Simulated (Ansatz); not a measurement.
`C#[C][AlH][NH2]` + H₂O → `[NH2][AlH][OH]` + `C#C` at 600 K and 1 bar (formal hydrolysis of the Al–C bond).

Program: Ansatz. Geometries: PBE0-D4/def2-TZVP. ΔE: electronic, gas phase. CCSD(T)/CBS is the MP2 limit (def2-TZVPP, def2-QZVPP) plus CCSD(T) − MP2 in def2-TZVPP, frozen cores. This one scheme is used for every species. One conformer a species, not always the lowest.

| species | CCSD(T)/CBS energy (Eh) | H − E (kJ/mol) | S (J/(mol·K)) |
| --- | --- | --- | --- |
| `C#[C][AlH][NH2]` | -375.21570 | 187.5 | 391.3 |
| H₂O | -76.37941 | 76.8 | 212.8 |
| `[NH2][AlH][OH]` | -374.39395 | 166.8 | 358.2 |
| `C#C` | -77.22717 | 96.2 | 235.4 |

H − E and S are ideal-gas, rigid-rotor, harmonic terms from PBE0-D4/def2-TZVP, for one conformer and one mirror image of each species. 1 Eh = 2625.50 kJ/mol, R = 8.31446 J/(mol·K).

Q: By hand: ΔE, ΔH, ΔS and ΔG.

A: ΔE = (-374.39395) + (-77.22717) − (-375.21570) − (-76.37941) = -0.02601 Eh = -68.3 kJ/mol. Δ(H − E) = 166.8 + 96.2 − 187.5 − 76.8 = -1.3, so ΔH = -69.6 kJ/mol. ΔS = 358.2 + 235.4 − 391.3 − 212.8 = -10.5 J/(mol·K). ΔG = -69.6 − 600 × (-10.5)/1000 = -63.3 kJ/mol.

Q: By hand: the equilibrium constant, and the temperature at which ΔG would vanish if ΔH and ΔS stayed fixed.

A: log₁₀ K = −ΔG/(RT ln 10) = 5.5. ΔG = 0 at ΔH/ΔS = 6629 K, far beyond where these terms or the molecules hold.

The number of gas molecules stays the same, so ΔS is small and ΔH decides. A doubt of 5 kJ/mol in ΔE shifts log₁₀ K by 0.4 here. Other conformers and mirror images would add mixing entropy, several J/(mol·K) or more a flexible species. These are equilibria of isolated gas molecules and say nothing of rates. Largest T1 diagnostic: 0.013 (customary marks: 0.02 for closed shells, 0.045 for open ones).
